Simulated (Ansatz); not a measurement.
Cost and result for the atomization energy of `SC1[SiH2]S1` (8 atoms, 8 bonds).

Cartesian coordinates in Å:
```
S -0.423 0.972 -1.637
C 0.456 0.261 -0.269
Si -0.404 -0.992 0.784
S 0.138 0.902 1.459
H 0.188 2.171 -1.651
H 1.519 0.128 -0.446
H -1.827 -1.272 0.503
H 0.353 -2.170 1.257
```

The species carries charge 0 and has multiplicity 1. The structure was optimised at the PBE0-D4/def2-TZVP level. It is one conformer, not always the lowest. Program: Ansatz. All runs use 2 threads of an Arm Neoverse V1 on a shared host. Times are those of one run each, without the atoms' runs, and a repeat can differ threefold. Electronic energies, without spin–orbit coupling; frozen cores. CCSD(T)/CBS adds CCSD(T) − MP2 in def2-TZVPP to the MP2 limit, and its time is that of the two runs behind it. T1 = 0.013. B3LYP takes the VWN-RPA correlation (the form of Gaussian; ORCA's B3LYP/G).

CCSD(T)/CBS is a level of theory with its own doubt, some kJ/mol a heavy atom from the limit and from the frozen cores, so smaller differences don't rank the functionals.

| level | functions | wall time |
| --- | --- | --- |
| LDA (SPW92)/def2-TZVPP | 213 | 1.6 s |
| CCSD(T)/def2-SVP | 88 | 2.5 s |
| revPBE-D4/def2-TZVPP | 213 | 2.9 s |
| PBE-D4/def2-TZVPP (with forces) | 213 | 3.5 s |
| PBE0-D4/def2-TZVPP | 213 | 4.4 s |
| B3LYP-D4/def2-TZVPP (with forces) | 213 | 6.5 s |
| PBE-QIDH/def2-TZVPP | 213 | 7 s |
| r2SCAN-D4/def2-TZVPP (with forces) | 213 | 7.5 s |
| r2SCANh-D4/def2-TZVPP | 213 | 7.5 s |
| ωB97M-V/def2-TZVPP (with forces) | 213 | 16 s |
| MP2/def2-QZVPP | 387 | 22 s |
| CCSD(T)/def2-TZVPP | 213 | 74 s |
| CCSD(T)/CBS(def2) | – | 95 s |

(1) What atomization energy does each give, and how far from CCSD(T)/CBS? (Best estimate.)

Results:

(1) Computed: 
| level | atomization (kJ/mol) | difference from CCSD(T)/CBS | per bond |
| --- | --- | --- | --- |
| LDA (SPW92)/def2-TZVPP | 2978.8 | 403.1 | 50.4 |
| CCSD(T)/def2-SVP | 2357.8 | -217.9 | -27.2 |
| revPBE-D4/def2-TZVPP | 2572.2 | -3.5 | -0.4 |
| PBE-D4/def2-TZVPP (with forces) | 2629.5 | 53.8 | 6.7 |
| PBE0-D4/def2-TZVPP | 2586.4 | 10.7 | 1.3 |
| B3LYP-D4/def2-TZVPP (with forces) | 2556.7 | -19.0 | -2.4 |
| PBE-QIDH/def2-TZVPP | 2562.5 | -13.2 | -1.7 |
| r2SCAN-D4/def2-TZVPP (with forces) | 2593.4 | 17.7 | 2.2 |
| r2SCANh-D4/def2-TZVPP | 2576.2 | 0.5 | 0.1 |
| ωB97M-V/def2-TZVPP (with forces) | 2595.0 | 19.3 | 2.4 |
| MP2/def2-QZVPP | 2584.3 | 8.6 | 1.1 |
| CCSD(T)/def2-TZVPP | 2486.6 | -89.1 | -11.1 |
| CCSD(T)/CBS(def2) | 2575.7 | 0.0 | 0.0 |

From BLYP to BHLYP (50 % exact exchange), in def2-TZVPP and without D4, the atomization energy moves by −44.5 kJ/mol: exact exchange takes away binding that semilocal exchange gives to molecules. In def2-TZVPP, CCSD(T) changes the Hartree–Fock value by +699.4 kJ/mol (the triples alone add +53.2 kJ/mol) and MP2 by +744.6 kJ/mol; breaking electron pairs costs correlation energy, which Hartree–Fock lacks. The D4 term adds +37.7 kJ/mol with B3LYP and +19.3 kJ/mol with PBE0; it sums over pairs of atoms, weighted by their polarisabilities, and B3LYP, whose exchange is more repulsive, gets the larger term.
